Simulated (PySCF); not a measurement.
Al(H)(OMe)(tBu), SMILES C[C](C)([AlH][O]C)C (C5H13AlO) at its GFN2-xTB optimised geometry (Å):

```
20

Al    -0.4681     0.6203     0.0000
H     -1.1776     1.9822     0.0000
O     -1.4433    -0.7061    -0.0018
C     -2.2934    -1.8184    -0.0027
H     -2.4357    -2.1794     1.0187
H     -3.2645    -1.5443    -0.4204
H     -1.8607    -2.6197    -0.6058
C      1.5727     0.6203     0.0000
C      2.1696    -0.0301    -1.2567
C      1.9393     2.1075     0.0269
C      2.1730    -0.0782     1.2286
H      3.2611     0.0026    -1.2303
H      1.8329     0.4865    -2.1556
H      1.8630    -1.0739    -1.3298
H      1.5154     2.6197    -0.8385
H      1.5365     2.5831     0.9225
H      3.0209     2.2516     0.0169
H      1.8390     0.4030     2.1480
H      1.8662    -1.1240     1.2618
H      3.2645    -0.0448     1.2003
```

Method: CAM-B3LYP/def2-SVP (PySCF 2.14.0). Cells within 0.4 Å of a nucleus heavier than hydrogen are left out (blank, or x).

Map of the HOMO amplitude (bohr^(-3/2)), clipped to [-0.25, 0.25] on the plane z = 0.0 Å; orbital energy -7.91 eV, overall sign arbitrary:

```
|6666666666666666666666666666666|
|6666666666666666666666666666666|
|6666666666666666666666666666666|
|6666666666666666666666666666666|
|6666666666666666666666666666666|
|6666666666666666666666555666666|
|6666666666666666666665555556666|
|6666666666677666666665555556666|
|6666666666777776666654444555666|
|66666666667898766667xx434555666|
|66666666667998765567xx555555666|
|6666666666788765445687665555666|
|6666666666677664322588766555666|
|6666666666666xx5210xx9766555666|
|6666666665556xx4210xx9766555666|
|6666666655456654332477765555666|
|66666666543x7765444566665555666|
|6666666654xxx865555666665555666|
|66666666655x9766556666666666666|
|666666766x677766666666666666666|
|66666667xx566666666666666666666|
|666666666x556666666666666666666|
|6666666665556666666666666666666|
|6666666665556666666666666666666|
|6666666666666666666666666666666|
|6666666666666666666666666666666|
|6666666666666666666666666666666|
|6666666666666666666666666666666|
|6666666666666666666666666666666|
|6666666666666666666666666666666|
|6666666666666666666666666666666|
```
Scale: ten equal steps from -0.250 (start of '0') to 0.152 (end of '9'), in the order '0123456789'; x runs from -5.50 to 5.50, y from -5.50 (bottom) to 5.50 (top).
